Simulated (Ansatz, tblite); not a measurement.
Removing and adding an electron: Hg2S3. Charge 0, multiplicity 1. Geometry: r2SCAN-D4/def2-SVP. Ansatz, gas phase; energy differences of separate SCF runs; the oxidised species was run as a doublet alone; the reduced species was run as a doublet alone.

```csv
atom,x (Å),y (Å),z (Å)
Hg1,0.6570,1.4437,-0.0907
Hg2,0.1484,-1.3198,0.8707
S3,1.8039,0.2769,1.7508
S4,-1.4501,0.8268,-1.2781
S5,-1.1593,-1.2276,-1.2527
```

In the def2 sets Hg takes a core potential; there is no spin–orbit coupling. The xTB rows come from tblite. Correlated methods freeze 15 core orbitals; core or outer-core shells of Hg are correlated, in sets that lack core-valence functions. The rows differ in basis, and correlated rows in double-zeta sets carry the largest basis error. The structure comes from a short search, and lower isomers may exist.

```json
{"level": "GFN1-xTB", "−HOMO (eV)": "10.59", "vertical IE (eV)": "13.64", "−LUMO (eV)": "8.71", "vertical EA (eV)": "6.08", "HOMO–LUMO gap (eV)": "1.88", "IE − EA (eV)": "7.56", "remarks": "–"}
{"level": "GFN2-xTB", "−HOMO (eV)": "10.80", "vertical IE (eV)": "13.44", "−LUMO (eV)": "9.60", "vertical EA (eV)": "7.15", "HOMO–LUMO gap (eV)": "1.20", "IE − EA (eV)": "6.29", "remarks": "–"}
{"level": "HF/def2-SVP", "−HOMO (eV)": "–", "vertical IE (eV)": "7.02", "−LUMO (eV)": "–", "vertical EA (eV)": "–", "HOMO–LUMO gap (eV)": "–", "IE − EA (eV)": "–", "remarks": "–"}
{"level": "PBE-D4/def2-TZVP", "−HOMO (eV)": "5.46", "vertical IE (eV)": "7.92", "−LUMO (eV)": "4.29", "vertical EA (eV)": "–", "HOMO–LUMO gap (eV)": "1.17", "IE − EA (eV)": "–", "remarks": "–"}
{"level": "PBE-D4/def2-TZVPD", "−HOMO (eV)": "5.49", "vertical IE (eV)": "–", "−LUMO (eV)": "4.32", "vertical EA (eV)": "2.14", "HOMO–LUMO gap (eV)": "1.17", "IE − EA (eV)": "–", "remarks": "HOMO above zero (-1 doublet)"}
{"level": "r2SCAN-D4/def2-TZVP", "−HOMO (eV)": "5.61", "vertical IE (eV)": "7.95", "−LUMO (eV)": "4.26", "vertical EA (eV)": "–", "HOMO–LUMO gap (eV)": "1.35", "IE − EA (eV)": "–", "remarks": "–"}
{"level": "r2SCAN-D4/def2-TZVPD", "−HOMO (eV)": "5.62", "vertical IE (eV)": "–", "−LUMO (eV)": "4.27", "vertical EA (eV)": "2.21", "HOMO–LUMO gap (eV)": "1.35", "IE − EA (eV)": "–", "remarks": "–"}
{"level": "PBE0-D4/def2-TZVP", "−HOMO (eV)": "6.30", "vertical IE (eV)": "7.91", "−LUMO (eV)": "3.61", "vertical EA (eV)": "–", "HOMO–LUMO gap (eV)": "2.69", "IE − EA (eV)": "–", "remarks": "–"}
{"level": "PBE0-D4/def2-TZVPD", "−HOMO (eV)": "6.32", "vertical IE (eV)": "–", "−LUMO (eV)": "3.63", "vertical EA (eV)": "2.14", "HOMO–LUMO gap (eV)": "2.69", "IE − EA (eV)": "–", "remarks": "–"}
{"level": "MP2/def2-SVP", "−HOMO (eV)": "–", "vertical IE (eV)": "7.60", "−LUMO (eV)": "–", "vertical EA (eV)": "–", "HOMO–LUMO gap (eV)": "–", "IE − EA (eV)": "–", "remarks": "–"}
{"level": "CCSD/def2-SVP", "−HOMO (eV)": "–", "vertical IE (eV)": "7.56", "−LUMO (eV)": "–", "vertical EA (eV)": "–", "HOMO–LUMO gap (eV)": "–", "IE − EA (eV)": "–", "remarks": "large T1 (0.031) (singlet)"}
{"level": "CCSD(T)/def2-SVP", "−HOMO (eV)": "–", "vertical IE (eV)": "7.59", "−LUMO (eV)": "–", "vertical EA (eV)": "–", "HOMO–LUMO gap (eV)": "–", "IE − EA (eV)": "–", "remarks": "large T1 (0.031) (singlet)"}
```

   A HOMO above zero means that the electron is unbound at that level or that self-interaction error raises the level; the energy of removing that electron tells which. Raw xTB energy differences between charge states are shifted by several eV; the methods need an empirical correction for them.
